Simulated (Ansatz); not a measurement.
Reaction (redistribution): `CN([SiH3])[SiH](O)O` + `F[SiH2]/C=C\[SiH2]F` → `O[SiH](O)/C=C\[SiH2]F` + `CN([SiH3])[SiH2]F`

Isolated molecules relaxed with PBE0-D4/def2-TZVP in Ansatz; ΔE leaves out vibrations. CBS: MP2 limit from def2 TZ/QZ plus the TZ coupled-cluster correction, frozen cores. Double bonds are as drawn, so ΔE can hold a change between cis and trans. DFT in def2-TZVPP. B3LYP here is the variant with VWN-RPA as its local correlation; programs differ in this. One conformer a species, not always the lowest.

`CN([SiH3])[SiH](O)O`:

Z-matrix (Å, degrees):
```
C
N 1 1.465
H 1 1.094 2 110.5
H 1 1.095 2 112.3 3 -120.0
H 1 1.094 2 110.9 3 118.8
Si 2 1.725 1 116.4 3 -162.8
Si 2 1.721 1 115.4 3 24.6
H 6 1.491 2 113.5 1 -75.3
H 6 1.487 2 109.6 1 163.7
H 6 1.488 2 108.6 1 44.2
O 7 1.634 2 114.3 1 62.7
O 7 1.638 2 109.3 1 -177.0
H 7 1.478 2 108.2 1 -52.2
H 11 0.959 7 117.7 2 72.4
H 12 0.958 7 118.5 2 41.9
```

`F[SiH2]/C=C\[SiH2]F`:

```xyz
12

F    -2.124   -2.114    1.193
Si   -1.492   -0.991    0.234
C     0.201   -0.660    0.957
C     1.150    0.185    0.540
Si    0.991    1.286   -0.936
F    -0.469    1.011   -1.552
H    -1.437   -1.568   -1.128
H    -2.389    0.185    0.298
H     0.412   -1.260    1.845
H     2.084    0.234    1.104
H     1.997    0.971   -1.980
H     1.075    2.722   -0.574
```

`O[SiH](O)/C=C\[SiH2]F`:

```xyz
14

O    -2.479   -1.117    0.994
Si   -0.968   -0.502    1.146
O    -0.840    1.061    0.629
C     0.267   -1.337    0.054
C     1.077   -0.657   -0.765
Si    1.236    1.192   -1.027
F     2.502    1.296   -2.024
H    -2.829   -1.225    0.107
H    -0.694   -0.599    2.597
H    -1.130    1.779    1.192
H     0.337   -2.426    0.070
H     1.773   -1.228   -1.386
H     0.114    1.810   -1.765
H     1.634    1.953    0.179
```

`CN([SiH3])[SiH2]F`:

Cartesian coordinates in Å:
```
C 0.943 -0.371 1.127
N 0.089 0.028 0.007
Si -1.112 1.228 0.360
Si 0.215 -0.815 -1.469
F -0.522 -2.239 -1.434
H 1.801 -0.948 0.772
H 0.404 -0.985 1.855
H 1.335 0.508 1.649
H -0.449 2.468 0.850
H -2.038 0.764 1.429
H -1.875 1.503 -0.881
H -0.433 -0.023 -2.535
H 1.642 -1.119 -1.730
```

| level | ΔE (kJ/mol) | difference from CCSD(T)/CBS |
| --- | --- | --- |
| ωB97X-V | -12.8 | 0.0 |
| ωB97M-V | -13.9 | -1.1 |
| B2PLYP | -12.9 | -0.1 |
| PBE | -13.1 | -0.3 |
| r2SCAN | -10.2 | 2.6 |
| PBE0 | -12.8 | 0.0 |
| B3LYP | -11.9 | 0.9 |
| HF/def2-TZVPP | -8.7 | 4.1 |
| MP2/def2-TZVPP | -14.4 | -1.6 |
| SCS-MP2/def2-TZVPP | -13.3 | -0.5 |
| CCSD/def2-TZVPP | -12.0 | 0.8 |
| CCSD(T)/def2-TZVPP | -12.7 | 0.1 |
| HF/def2-QZVPP | -8.5 | 4.3 |
| MP2/def2-QZVPP | -14.4 | -1.6 |
| MP2/CBS(def2) | -14.5 | -1.7 |
| CCSD/CBS(def2) | -12.1 | 0.7 |
| CCSD(T)/CBS | -12.8 | 0 |

Largest T1 diagnostic among the species: 0.012.

In def2-TZVPP, CCSD(T) changes the Hartree–Fock value by −4.0 kJ/mol (the triples alone add −0.7 kJ/mol) and MP2 by −5.7 kJ/mol.
